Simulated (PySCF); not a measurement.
# Se⁺: ionisation energy

Se⁺ [Ar] 3d10 4s2 4p3 (4S) → Se²⁺ [Ar] 3d10 4s2 4p2 (3P), as a difference of total energies. All numbers are calculated (PySCF 2.14, scalar relativity through the core potential, in aug-cc-pwCVTZ-PP with ECP10MDF). Correlated levels: valence: 3s2 3p6 3d10 frozen. The calculations carry no spin-orbit coupling.

```csv
method,ionisation energy (eV),difference from reference (eV)
UHF,20.833,-0.363
MP2 (valence),21.351,+0.155
SCS-MP2 (valence),21.198,+0.002
CCSD (valence),21.314,+0.118
CCSD(T) (valence),21.345,+0.149
```

Reference: 21.196 ± 0.01 eV (measured; NIST Atomic Spectra Database, ionization energies).

The reference lies between the lowest fine-structure levels, while these numbers refer to the centres of the terms.

Errors of the correlated levels include the incompleteness of this basis and the frozen core.
